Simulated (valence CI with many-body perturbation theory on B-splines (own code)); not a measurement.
Energy levels of I XLI

Level of theory: relativistic CI+MBPT: three valence electrons over a frozen Dirac-Fock core [Ne], radial functions for each j: 11 s, 11 p, 10 d, 8 f, 5 g, 2 h, with the one-electron correlation potential Σ1 (screened to all orders), the two-electron term Σ2, the three-electron term Σ3, Breit, model QED; selected single and double excitations, second order for the rest, scaled by the run's own slope (own B-spline code, finite nucleus).

No measured spectrum was set against this ion. As an estimate, large intervals hold to a few tenths of a per cent, small ones and those within an open d or f shell to about a per cent.

Levels 1 to 45 of 156, with energies above the lowest level, (3s^2 3p1/2) J=1/2. "Leading %" is the weight of the configuration and term that name the level; weights of strongly mixed levels are sums over their largest components and can fall short. In the jj column 3d3/2^4 stands for four electrons in 3d with j = 3/2. Lifetimes count E1, E2, E3, M1 and M2 decay at the calculated energies, and are blank where another channel may lead or the interval is too uncertain; long ones can be off by a factor of two.

```
No.  Configuration  Term    J  E (× 10³ cm⁻¹)  Leading %  Second component                Leading jj  Lifetime
  1          3s²3p   ²P°  1/2            0.00         99                           3s^2 3p1/2 (99 %)          
  2          3s²3p   ²P°  3/2          610.16         98                           3s^2 3p3/2 (98 %)    490 ns
  3          3s3p²    ⁴P  1/2          793.62         67     24 % 3s3p² ²S         3s 3p1/2^2 (94 %)   94.5 ps
  4          3s3p²    ⁴P  3/2          1268.5         93      5 % 3s3p² ²D     3s 3p1/2 3p3/2 (98 %)    873 ps
  5          3s3p²    ²D  5/2          1355.8         50     47 % 3s3p² ⁴P     3s 3p1/2 3p3/2 (94 %)    212 ps
  6          3s3p²    ²D  3/2          1477.6         63     20 % 3s3p² ²P     3s 3p1/2 3p3/2 (83 %)   11.7 ps
  7          3s3p²    ²P  1/2          1543.7         71     21 % 3s3p² ⁴P     3s 3p1/2 3p3/2 (91 %)   3.27 ps
  8          3s²3d    ²D  3/2          1831.0         83     10 % 3s3p² ²P         3s^2 3d3/2 (83 %)   2.53 ps
  9          3s²3d    ²D  5/2          1852.5         50     34 % 3s3p² ⁴P         3s^2 3d5/2 (50 %)    185 ps
 10          3s²3d    ²D  5/2          2044.4         46     34 % 3s3p² ²D         3s 3p3/2^2 (48 %)   5.37 ps
 11          3s3p²    ²S  1/2          2157.8         69     18 % 3s3p² ²P         3s 3p3/2^2 (96 %)   4.68 ps
 12          3s3p²    ²P  3/2          2197.3         66     25 % 3s3p² ²D         3s 3p3/2^2 (93 %)   2.37 ps
 13            3p³   ²P°  3/2          2289.7         35      26 % 3p³ ²D°      3p1/2^2 3p3/2 (79 %)   10.2 ps
 14         3s3p3d   ⁴F°  3/2          2401.6         80   11 % 3s3p3d ²D°     3s 3p1/2 3d3/2 (91 %)   35.9 ps
 15         3s3p3d   ⁴F°  5/2          2459.4         56   18 % 3s3p3d ²D°     3s 3p1/2 3d3/2 (89 %)    123 ps
 16         3s3p3d   ⁴D°  1/2          2597.1         70   22 % 3s3p3d ²P°     3s 3p1/2 3d3/2 (94 %)   3.26 ps
 17         3s3p3d   ⁴D°  3/2          2604.7         48   26 % 3s3p3d ⁴P°     3s 3p1/2 3d3/2 (75 %)   3.39 ps
 18         3s3p3d   ⁴P°  5/2          2609.7         34   25 % 3s3p3d ⁴D°     3s 3p1/2 3d5/2 (93 %)   13.5 ps
 19         3s3p3d   ⁴F°  7/2          2656.7         60   22 % 3s3p3d ⁴D°     3s 3p1/2 3d5/2 (90 %)   22.6 ps
 20         3s3p3d   ²F°  5/2          2711.2         27   20 % 3s3p3d ²D°     3s 3p1/2 3d5/2 (81 %)   12.6 ps
 21         3s3p3d   ²D°  3/2          2711.4         35      32 % 3p³ ⁴S°     3s 3p1/2 3d5/2 (46 %)   5.34 ps
 22            3p³   ²D°  5/2          2906.9         58   36 % 3s3p3d ²F°      3p1/2 3p3/2^2 (58 %)   5.66 ps
 23            3p³   ²D°  3/2          2958.8         40      23 % 3p³ ⁴S°      3p1/2 3p3/2^2 (60 %)   2.56 ps
 24            3p³   ²P°  1/2          2975.3         84   15 % 3s3p3d ²P°      3p1/2 3p3/2^2 (84 %)   4.26 ps
 25         3s3p3d   ⁴P°  3/2          3095.4         42   41 % 3s3p3d ⁴D°     3s 3p3/2 3d3/2 (97 %)   4.10 ps
 26         3s3p3d   ⁴D°  5/2          3097.3         54   16 % 3s3p3d ⁴F°     3s 3p3/2 3d3/2 (83 %)   3.32 ps
 27         3s3p3d   ⁴P°  1/2          3101.3         88   11 % 3s3p3d ⁴D°     3s 3p3/2 3d3/2 (97 %)   4.62 ps
 28         3s3p3d   ⁴D°  7/2          3112.8         53   33 % 3s3p3d ⁴F°     3s 3p3/2 3d3/2 (67 %)   4.93 ps
 29         3s3p3d   ⁴F°  9/2          3120.9        100                      3s 3p3/2 3d5/2 (100 %)    618 ns
 30         3s3p3d   ²D°  3/2          3222.7         51   26 % 3s3p3d ⁴P°     3s 3p3/2 3d5/2 (65 %)   4.77 ps
 31         3s3p3d   ²D°  5/2          3250.4         49   36 % 3s3p3d ⁴P°     3s 3p3/2 3d5/2 (94 %)   6.35 ps
 32         3s3p3d   ²D°  3/2          3308.9         36   14 % 3s3p3d ²P°     3s 3p3/2 3d3/2 (54 %)   2.61 ps
 33         3s3p3d   ²F°  7/2          3327.0         89    9 % 3s3p3d ⁴D°     3s 3p3/2 3d5/2 (75 %)   6.15 ps
 34         3s3p3d   ²F°  5/2          3362.5         75   13 % 3s3p3d ²D°     3s 3p3/2 3d3/2 (89 %)   1.96 ps
 35         3s3p3d   ²P°  1/2          3376.3         77   17 % 3s3p3d ⁴D°     3s 3p3/2 3d3/2 (74 %)   1.99 ps
 36          3p²3d    ⁴F  3/2          3400.2         42     25 % 3p²3d ²D      3p1/2^2 3d3/2 (97 %)   12.4 ps
 37         3s3p3d   ²F°  7/2          3415.3         78   16 % 3s3p3d ⁴D°     3s 3p3/2 3d5/2 (90 %)   3.73 ps
 38         3s3p3d   ²P°  1/2          3476.1         84      12 % 3p³ ²P°     3s 3p3/2 3d5/2 (72 %)   3.39 ps
 39         3s3p3d   ²P°  3/2          3520.7         83    6 % 3s3p3d ²D°     3s 3p3/2 3d5/2 (94 %)   2.61 ps
 40         3s3p3d   ²D°  5/2          3534.8         65   18 % 3s3p3d ²F°     3s 3p3/2 3d5/2 (86 %)   2.28 ps
 41          3p²3d    ⁴F  5/2          3590.1         25     25 % 3p²3d ⁴D      3p1/2^2 3d5/2 (92 %)   9.42 ps
 42            3p³   ²P°  3/2          3698.7         40      25 % 3p³ ²D°            3p3/2^3 (73 %)   1.64 ps
 43          3p²3d    ²F  5/2          3879.1         56     33 % 3p²3d ⁴F  3p1/2 3p3/2 3d3/2 (89 %)   9.19 ps
 44          3p²3d    ⁴F  3/2          3922.0         37     32 % 3p²3d ²P  3p1/2 3p3/2 3d3/2 (96 %)   4.76 ps
 45          3p²3d    ⁴D  1/2          3937.4         82     16 % 3p²3d ²P  3p1/2 3p3/2 3d3/2 (99 %)   4.54 ps
```

The ionisation energy to 3s² ¹S0 of the next ion comes out as 2927.7 eV (NIST: 2926 ± 4 eV (theoretical)). All 156 levels together are meant to be complete up to 11558 × 10³ cm⁻¹.
